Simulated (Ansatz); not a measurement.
Stepwise reaction of `O[SiH](O)[SiH2]Cl` with hydrogen, as a gas-phase model of exchange steps in deposition or etching. ΔE in kJ/mol.

Program: Ansatz. Geometries: PBE0-D4/def2-TZVP. ΔE: electronic, gas phase. CCSD(T)/CBS is the MP2 limit (def2-TZVPP, def2-QZVPP) plus CCSD(T) − MP2 in def2-TZVPP, frozen cores. This one scheme is used for every species. Functionals use def2-TZVPP. B3LYP here is the variant with VWN-RPA as its local correlation; programs differ in this. One conformer a species, not always the lowest.

```tsv
step	reaction	PBE-D4	B3LYP-D4	ωB97M-V	CCSD(T)/CBS
2	`O[SiH2][SiH2]Cl` + H₂ → `[SiH3][SiH2]Cl` + H₂O	54.4	60.8	59.8	57.0
```

Q: Give the row of step 1, `O[SiH](O)[SiH2]Cl` + H₂ → `O[SiH2][SiH2]Cl` + H₂O. (An estimate is asked.)

A: Computed: 
```tsv
step	reaction	PBE-D4	B3LYP-D4	ωB97M-V	CCSD(T)/CBS
1	`O[SiH](O)[SiH2]Cl` + H₂ → `O[SiH2][SiH2]Cl` + H₂O	78.9	86.3	86.0	83.4
```

Q: By hand: ΔE of the 2 steps together at CCSD(T)/CBS.

A: (83.4) + (57.0) = 140.4 kJ/mol, or 70.2 kJ/mol a step.

In ΔE each step is lower than the one before. All are uphill at CCSD(T)/CBS. PBE-D4 differs from CCSD(T)/CBS by -4.5 to -2.6 kJ/mol a step. Isolated molecules leave out the surface, adducts and barriers. Largest T1 diagnostic: 0.011.
